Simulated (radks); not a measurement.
Q: Species: As. Configuration: [Ar] 3d10 4s2 4p(up 2, down 1) (spins set by hand, not the high-spin state). Calculated with a radial shooting solver on a logarithmic mesh with Libxc functionals: scalar-relativistic Kohn-Sham, r2SCAN, spin-polarised, spherical densities, finite nucleus; meta-GGA in the generalised Kohn-Sham scheme; Fermi nuclear charge, rms radius 4.0968 fm. Some entries of the table are withheld. Estimate them.

orbital  occ.  eigenvalue (eV)  r(max) (bohr)
1s up       1        -11751.70        0.02974
1s down     1        -11751.64        0.02974
2s up       1        -1499.513         0.1699
2s down     1        -1499.508         0.1699
2p up       3        -1312.815         0.1364
2p down     3        -1312.774         0.1364
3s up       1        -195.7705         0.5209
3s down     1        -195.7221         0.5210
3p up       3        -137.2818         0.5209
3p down     3        -137.2248         0.5210
3d up       5              (1)         0.4791
3d down     5              (2)         0.4790
4s up       1         -15.4636          1.627
4s down     1         -14.4515          1.621
4p up       2              (3)            (4)
4p down     1              (5)            (6)

A: 
(1) 3d up eigenvalue (eV): -41.5860
(2) 3d down eigenvalue (eV): -41.4900
(3) 4p up eigenvalue (eV): -5.7705
(4) 4p up r(max) (bohr): 1.979
(5) 4p down eigenvalue (eV): -4.7992
(6) 4p down r(max) (bohr): 1.974
